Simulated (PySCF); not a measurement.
**Telling isomers of C₄H₈F₂O₂Si apart by NMR**

Computational details: GFN2-xTB structure, GIAO PBE0/pcSseg-1 shieldings, in PySCF 2.14.0 with density-fitted response routines (in vacuum, equivalent nuclei averaged, one computed conformer, no relativistic terms).

Shifts are taken against calculated references (same method and geometry level): 1H and 13C vs TMS. Splittings of carbon signals by F and P are missing where no couplings were computed. Where no couplings were computed, multiplicities follow the n + 1 count of equivalent neighbours, and m marks all less simple cases (inequivalent or close neighbours, rings, F or P nearby). Shifts are as computed. Against solution values, carbons near 30 ppm lie about +3 ppm off and those near 130 ppm about +5 ppm. Of 1211 compounds with measured shifts, 218 miss one by over three times the rms of a fit or turn the order of signals round; such compounds aren't used in these exercises.

(1) Tabulate the signals of `CO[SiH2]C(OC)=C(F)F`, `FC(F)[C@H]1CCO[SiH2]O1` and their relative energies.

(2) What is the quickest way to tell CO[SiH2]C(OC)=C(F)F from FC(F)[C@H]1CCO[SiH2]O1?

Results:

(1) 
```json
{"SMILES": "CO[SiH2]C(OC)=C(F)F", "carbon types": "2×C 2×CH3", "δC": "165.7, 124.6, 60.3, 54.5", "δH": "5.09 (s, 2H), 3.99 (s, 3H), 3.91 (s, 3H)", "E rel. (kcal/mol)": "63.0"}
{"SMILES": "FC(F)[C@H]1CCO[SiH2]O1", "carbon types": "2×CH 2×CH2", "δC": "124.3, 73.9, 63.7, 31.8", "δH": "6.44 (m, 1H), 5.19 (m, 1H), 4.90 (m, 1H), 4.88 (m, 1H), 4.32 (m, 1H), 4.26 (m, 1H), 2.40 (m, 1H), 1.91 (m, 1H)", "E rel. (kcal/mol)": "0.0"}
```

Energies are electronic energies at PBE0/pcSseg-1 on these geometries, without zero-point or thermal terms, each for the one conformer computed, which needn't be the lowest.

(2) Both give the same number of carbon signals, but DEPT or the intensities differ. The first has a β carbon of an enol-ether or enamine type C=C (C) at 165.7 ppm, the second an sp3 CH bonded to 2 F at 124.3 ppm. In the proton spectra the most deshielded non-exchanging signals are 5.09 (s, 2H) and 6.44 (m, 1H).
